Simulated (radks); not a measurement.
These are the eigenvalues of the occupied orbitals of an atom or ion with whole-number occupations (hartree). Method: non-relativistic Kohn-Sham, BLYP, spin-polarised, spherical densities, point nucleus; computed with a radial shooting solver on a logarithmic mesh with Libxc functionals.

1s down: -862.2759
1s up: -862.2759
2s up: -124.1963
2s down: -124.1825
2p up: -115.4302
2p down: -115.4200
3s up: -23.03977
3s down: -23.03317
3p up: -19.53811
3p down: -19.53044
3d up: -13.07194
3d down: -13.05997
4s up: -3.84047
4s down: -3.78530
4p up: -2.75434
4p down: -2.69850
4d up: -1.03752
4d down: -0.98568

Which element is it, and in what charge state? The configuration may be excited.

Answer. Z = 46, palladium, charge +2: Pd2+ in [Kr] 4d(up 5, down 3). The list shows which subshells hold electrons but not how many an open one holds; the 1s level, -862.28 hartree, gives Z - s = 41.5 by -(Z - s)^2/2, which with screening narrows Z to a few neighbours, and the depths of the outer levels then fix element, charge and occupations together.
